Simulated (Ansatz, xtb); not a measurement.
## Relaxing a trial structure of H5InSi2

The starting geometry of this gas-phase singlet was built from a drawn formula by distance geometry; its bonds are those of `[SiH][SiH2][InH2]`.

```tsv
atom	x (Å)	y (Å)	z (Å)
In	-0.3321	-1.6218	-0.5786
Si	-2.6137	1.3648	0.3420
Si	-2.4357	-0.7779	0.9501
H	-1.6311	1.6302	-0.7843
H	-3.6911	-1.4775	0.6743
H	-2.0030	-0.9571	2.2642
H	1.4537	-1.0479	-0.0439
H	-0.6435	-1.7298	-2.1141
```

Where would you expect an optimisation with r2SCAN-D4/def2-SVP to take it?

It rearranges, giving a structure given below by its coordinates. Distances that change by over a tenth: In1–H7 (1.95 → 1.73 Å). Contacts that open: In1–Si3 (2.73 → 4.01 Å). Contacts that close: In1–Si2 (3.87 → 2.53 Å).

The energy falls by 1.89 eV over 55 steps:

```tsv
step	E − E(last) (eV)
1	1.892
7	0.793
13	0.575
19	0.160
25	0.016
31	0.010
37	0.005
43	0.001
49	0.000
55	0.000
```

Final geometry (Å):

```xyz
8

In    0.2728   -0.8668   -1.0020
Si   -2.0215    0.0357   -0.4379
Si   -2.9010   -0.6084    1.4284
H    -2.9065    0.8783   -1.2985
H    -4.2502   -0.2463    1.9494
H    -2.1269   -1.4590    2.3747
H     1.0122   -1.8530    0.2064
H     1.0246   -0.4975   -2.5108
```

From the same start GFN2-xTB ends elsewhere, differing in In1–Si3 (2.82 against 4.01 Å here).

The end wasn't checked by frequencies. Atoms past krypton carry core potentials, without spin–orbit terms. Run with Ansatz 0.2.0, 50 s on 2 threads of Intel(R) Xeon(R) 6975P-C (Granite Rapids), with other jobs on the host.
